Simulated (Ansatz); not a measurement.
Compare A (`B[Si]1(O)CN1`) with its isomer B (`C[SiH]1NB1O`).

Computed with Ansatz on PBE0-D4/def2-TZVP structures; ΔE is electronic, products minus reactants. CCSD(T)/CBS adds triple-zeta CCSD(T) − MP2 to the extrapolated MP2 energy (def2 sets, frozen cores). DFT in def2-TZVPP. B3LYP here is the variant with VWN-RPA as its local correlation; programs differ in this. Each species was taken in one conformer, which may not be the lowest.

(1) Which is lower in electronic energy at CCSD(T)/CBS, and by how much? (Best estimate.)

(2) Give E(B) − E(A) in kJ/mol with B2PLYP, PBE-D4, PBE0-D4, CCSD(T)/def2-TZVPP, B3LYP, CCSD/def2-TZVPP, HF/def2-TZVPP. (Estimate.)

Largest T1 diagnostic: 0.014.

Results:

(1) Ansatz gave: B, by 233.5 kJ/mol.

(2) The calculation gave: B2PLYP -237.2, PBE-D4 -239.4, PBE0-D4 -241.6, CCSD(T)/def2-TZVPP -235.1, B3LYP -236.5, CCSD/def2-TZVPP -232.9, HF/def2-TZVPP -222.5. None reverses the order clearly.

In def2-TZVPP, CCSD(T) changes the Hartree–Fock value by −12.6 kJ/mol (the triples alone add −2.3 kJ/mol) and MP2 by −18.2 kJ/mol.
